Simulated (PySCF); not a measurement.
# Calculated NMR parameters of CCP1CCCCC1

| Property | Result |
| --- | --- |
| Formula | C7H15P |
| SMILES | CCP1CCCCC1 |
| InChI | InChI=1S/C7H15P/c1-2-8-6-4-3-5-7-8/h2-7H2,1H3 |
| Point group of the computed structure | C1 |
| Carbon signals | 5 |
| Proton signals | 5 |

Bonds (- single, = double, # triple, : aromatic): C1-C2, C2-P3, P3-C4, C4-C5, C5-C6, C6-C7, C7-C8, C8-P3. C1 carries H9, H10, H11; C2 carries H12, H13; C4 carries H14, H15; C5 carries H16, H17; C6 carries H18, H19; C7 carries H20, H21; C8 carries H22, H23.

Method: coordinates at the PBE0-D3(BJ)/def2-SVP level, GIAO KT3/pcSseg-1 shieldings, in PySCF 2.14 (one conformer, one averaged value for each set of equivalent atoms, isolated molecule, no relativistic terms).

δ = σ(ref) − σ, references computed at the same level: $^{1}$H (31.32 ppm) and $^{13}$C (182.31 ppm) against TMS; $^{31}$P (332.35 ppm) against H3PO4.

| carbon | δC, type | δH (multiplicity) | HMBC from (2–3 bonds) | span of the C tensor (ppm) |
| --- | --- | --- | --- | --- |
| C1 | 12.6, CH3 | 1.04 (m) | H12/H13 | 25 |
| C2 | 31.1, CH2 | 1.26 (m) | H14/H15/H22/H23, H9/H10/H11 | 32 |
| C4/C8 | 32.0, CH2 | 1.35 (m) | H16/H17/H20/H21, H18/H19, H14/H15/H22/H23, H12/H13 | 25 |
| C5/C7 | 28.9, CH2 | 1.69 (m) | H16/H17/H20/H21, H18/H19, H14/H15/H22/H23 | 9 |
| C6 | 32.4, CH2 | 1.36 (m) | H16/H17/H20/H21, H14/H15/H22/H23 | 8 |

Other nuclei:
```tsv
atoms	nucleus	environment	δ (ppm)	σ (ppm)
P3	$^{31}$P	phosphorus bonded to 3 C, in a 6-membered ring	-48.4	380.8
```

δC 32.4, 28.9: sp3 CH2 in a ring; saturated and bonded to C and H only. δC 32.0, 31.1: sp3 CH2 bonded to P. δC 12.6: methyl carbon; a saturated carbon with 1 carbon neighbour and no heteroatom attached. δH 1.69, 1.36: hydrogen on an sp3 CH2 in a ring. δH 1.04: hydrogen on a methyl carbon.

Splittings by $^{31}$P in the carbon and heteronuclear signals aren't shown, as no couplings were computed. Shifts are as computed, not scaled to solution data. Of 1211 compounds with measured shifts, 218 miss one by over three times the rms of a fit or turn the order of signals round; such compounds aren't used in these exercises. Experimental scales use liquid or dissolved standards, which lie at an offset from isolated H3PO4. No couplings were computed; multiplicities are counted from neighbouring protons, with m where these are inequivalent, close in shift, in a saturated or five-membered ring or joined by F or P, and br s for small geminal =CH2 splittings.
